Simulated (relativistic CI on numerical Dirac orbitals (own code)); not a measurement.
# Level scheme of I⁴⁺

Calculated at this level of theory: Dirac-Coulomb-Breit CI, separate exchange-only KLI orbitals for each configuration, QED by a radiative potential, valence Slater integrals scaled by 0.85, P86 correlation estimate, and configurations built on the next ion tied to the tabulated ionisation energy (semi-empirical) (own radial code, finite nucleus).

CI space (outside the closed core [Kr] 4d10): 5s2 5p, 5s2 5d, 5s2 6s, 5s2 6p, 5s2 6d, 5s2 7s, 5s2 5f, 5s2 6f, 5s 5p2, 5p3, 5s 5p 5d, 5s2 5g, 5s2 4f, 5s 5p 5f, 5p 5d2, 5s 5p 5g, 5p 4f2, 5p2 5d, 5s 5p 6s, 5s2 7p, 5s 5p 4f, 5s 5d2, 5p2 4f, 5s 5p 6p. Levels of other configurations are missing.

| No. | Configuration | Term | J | E (cm⁻¹) | % | Landé g | jj configuration (%) |
| --- | --- | --- | --- | --- | --- | --- | --- |
| 41 | 5s2 6d | 2D | 5/2 | 266732.9 | 76 | 1.118 | 6d5/2 (76) |
| 42 | 5s 5p 4f‡ | 4G | 5/2 | 267420.1 | 55 | 0.794 | 5s 5p1/2 4f5/2 (74) |
| 43 | 5s 5p 6s‡ | 2P° | 1/2 | 267592.2 | 66 | 0.744 | 5s 5p1/2 6s (54) |
| 44 | 5s 5p 5d‡ | 2P° | 3/2 | 267645.1 | 55 | 1.283 | 5s 5p1/2 5d3/2 (27) |
| 45 | 5s 5p 4f‡ | 4F | 7/2 | 268189.8 | 48 | 1.144 | 5s 5p1/2 4f7/2 (68) |
| 46 | 5s 5p 4f‡ | 4F | 5/2 | 270421.5 | 45 | 0.988 | 5s 5p1/2 4f7/2 (54) |
| 47 | 5s 5p 4f‡ | 4F | 9/2 | 270585.5 | 54 | 1.260 | 5s 5p1/2 4f7/2 (69) |
| 48 | 5s 5p 4f‡ | 4F | 3/2 | 270699.2 | 89 | 0.455 | 5s 5p1/2 4f5/2 (59) |
| 49 | 5s 5p 4f‡ | 2F | 7/2 | 270985.5 | 53 | 1.147 | 5s 5p1/2 4f5/2 (48) |
| 50 | 5s 5p 6s‡ | 4P° | 5/2 | 272051.4 | 100 | 1.601 | 5s 5p3/2 6s (100) |
| 51 | 5s 5p 4f‡ | 2F | 5/2 | 274437.2 | 41 | 0.835 | 5s 5p3/2 4f5/2 (37) |
| 52 | 5s 5p 5d‡ | 2P° | 1/2 | 275514.1 | 59 | 0.670 | 5s 5p3/2 5d5/2 (52) |
| 53 | 5s 5p 4f‡ | 2F | 7/2 | 276010.8 | 29 | 1.110 | 5s 5p3/2 4f5/2 (45) |
| 54 | 5s2 5f | 2F° | 7/2 | 277214.3 | 83 | 1.144 | 5f7/2 (83) |
| 55 | 5s2 7s | 2S | 1/2 | 277299.8 | 100 | 2.002 | 7s (100) |
| 56 | 5s2 5f | 2F° | 5/2 | 277381.5 | 92 | 0.859 | 5f5/2 (92) |
| 57 | 5s 5p 4f‡ | 4G | 9/2 | 278426.9 | 56 | 1.242 | 5s 5p3/2 4f7/2 (66) |
| 58 | 5s 5p 6s‡ | 2P° | 3/2 | 278836.6 | 66 | 1.271 | 5s 5p3/2 6s (68) |
| 59 | 5s 5p 4f‡ | 4G | 11/2 | 279355.6 | 100 | 1.273 | 5s 5p3/2 4f7/2 (100) |
| 60 | 5s 5p 4f‡ | 4D | 7/2 | 281120.7 | 63 | 1.332 | 5s 5p3/2 4f7/2 (48) |
| 61 | 5s 5p 5d‡ | 2F° | 7/2 | 281265.9 | 79 | 1.146 | 5s 5p3/2 5d5/2 (47) |
| 62 | 5s 5p 5d‡ | 2F° | 5/2 | 282068.3 | 63 | 0.948 | 5s 5p3/2 5d3/2 (69) |
| 63 | 5s 5p 4f‡ | 4D | 5/2 | 283113.9 | 81 | 1.312 | 5s 5p3/2 4f5/2 (60) |
| 64 | 5s 5p 5d‡ | 2P° | 1/2 | 283598.2 | 84 | 0.661 | 5s 5p3/2 5d3/2 (63) |
| 65 | 5s 5p 5d‡ | 2D° | 3/2 | 283716.9 | 61 | 0.942 | 5s 5p3/2 5d3/2 (52) |
| 66 | 5s 5p 4f‡ | 4D | 3/2 | 284550.1 | 92 | 1.155 | 5s 5p3/2 4f5/2 (83) |
| 67 | 5s 5p 5d‡ | 2D° | 5/2 | 284629.4 | 62 | 1.107 | 5s 5p3/2 5d5/2 (72) |
| 68 | 5s 5p 4f‡ | 4D | 1/2 | 285360.3 | 97 | -0.001 | 5s 5p3/2 4f5/2 (97) |
| 69 | 5s 5p 4f‡ | 2G | 7/2 | 285706.0 | 75 | 0.949 | 5s 5p3/2 4f7/2 (40) |
| 70 | 5s 5p 5d‡ | 2P° | 3/2 | 286557.9 | 76 | 1.333 | 5s 5p3/2 5d5/2 (58) |

Energies count from the lowest computed level; ° marks odd parity. Filled j subshells are mostly left out of the jj labels. ‡ marks configurations that were not tied to measured data.

The mean weight of the leading LS term, summed over parents, in these 30 levels is 70 %, and that of the leading jj configuration (from the same eigenvectors) 65 %.

Configurations that consist of the next ion and one excited electron were tied to the tabulated ionisation energy; Rydberg ones are usually within 1,000 to 3,000 cm⁻¹ and the lowest ones within about 6,000 (9,000 in d shells), while levels on excited terms of the next ion carry the error of that term, and the other configurations can be misplaced by 10,000 cm⁻¹ or more. Rates follow the energies as ν³ (E1, M1) or ν⁵ (E2), so rates, branching and lifetimes can be off by large factors. Levels and lines within the n = 5 or 6 shells can be off by up to 10 % or somewhat more, and those that change n by about 2 %, since core polarisation is missing.

LS names give the leading component of a level, which can be under half, so a name can repeat, a term be missing and a line seem to break the LS rules.
